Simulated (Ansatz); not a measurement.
CH4ClFOSi (`OC(F)([SiH3])Cl`), charge 0, multiplicity 1.

Problem. Give a relaxed structure at PBE0-D4/def2-TZVP (the Gaussian-basis code of Ansatz). (An estimate is asked.)

Solution. The calculation gave: 
```xyz
9

O     1.3258    0.1452   -0.9567
C     0.0346   -0.1273   -0.6653
F    -0.7954    0.5575   -1.5147
Si   -0.3649    0.2875    1.1667
Cl   -0.3382   -1.8831   -0.9488
H     1.5215   -0.1377   -1.8608
H    -1.7984   -0.0118    1.3784
H    -0.0839    1.7277    1.3807
H     0.4989   -0.5580    2.0204
```
This is one stationary point; other conformers may exist.
